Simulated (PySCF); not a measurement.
Computed IR spectrum (relative IR intensity) of a molecule C3H8Se. Geometry optimised at PBE-D3(BJ)/def2-SVP. The values are those of a single conformer. These are PBE-D3(BJ)/def2-SVP (PySCF) values and carry that method's errors. Frequencies are harmonic and unscaled.

Lines under 2 % of the strongest are left out, and lines within 2 cm⁻¹ are merged.

| ν (cm⁻¹) | relative intensity |
|---|---|
| 76 | 2.0 |
| 552 | 2.4 |
| 591 | 2.8 |
| 714 | 16 |
| 867 | 26 |
| 872 | 27 |
| 950 | 29 |
| 988 | 24 |
| 1043 | 3.3 |
| 1204 | 100 |
| 1213 | 2.5 |
| 1245 | 11 |
| 1339 | 9.3 |
| 1384 | 26 |
| 1391 | 22 |
| 1399 | 30 |
| 1413 | 36 |
| 1422 | 9.4 |
| 2965 | 96 |
| 2979 | 64 |
| 2990 | 56 |
| 3044 | 30 |
| 3050 | 41 |
| 3073 | 63 |
| 3088 | 18 |
| 3100 | 9.2 |

Question: Identify the compound among the candidates.
A. CC(C)[SeH]
B. CC[Se]C
C. CCC[SeH]

Answer: B, CC[Se]C
